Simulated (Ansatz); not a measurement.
TiO₂⁻, relaxed as a doublet with UKS PBE-D4/def2-TZVPD in Ansatz, starting from the PBE-D4/def2-TZVP geometry of the neutral singlet. Force threshold 0.02 eV/Å.

The highest occupied level of the relaxed charge -1 doublet lies above zero (up to 0.70 eV). By energy differences its removal costs 1.49 eV (each at its own geometry, to the charge 0 singlet, at PBE-D4/def2-TZVPD); the vertical value is larger still, so the positive level points to self-interaction error. No other spin state of charge -1 was run.

Start:

```xyz
3

Ti    0.226    0.261   -0.524
O     0.658   -1.225    0.050
O    -0.884    0.965    0.474
```

(1) Estimate the energy that the relaxation releases and the steps that it takes.

(2) Does the start keep its bonding and symmetry?

(3) Predict the relaxed structure.

Results:

(1) 0.04 eV, in 4 steps; 7.5 s on 4 threads of Arm Neoverse V2 on a shared host. No frequencies were taken in this run, so the end may be a saddle point.

(2) By distances, no bond broke or formed. The bond that changes most is Ti1–O3, from 1.65 to 1.68 Å (atoms count from 1). Point group C2v at the start, C2v at the end, both within 0.05 Å.

(3) 
```csv
atom,x (Å),y (Å),z (Å)
Ti1,0.228,0.263,-0.528
O2,0.676,-1.254,0.047
O3,-0.904,0.991,0.481
```
Bond lengths: 2 × O–Ti 1.68 Å.
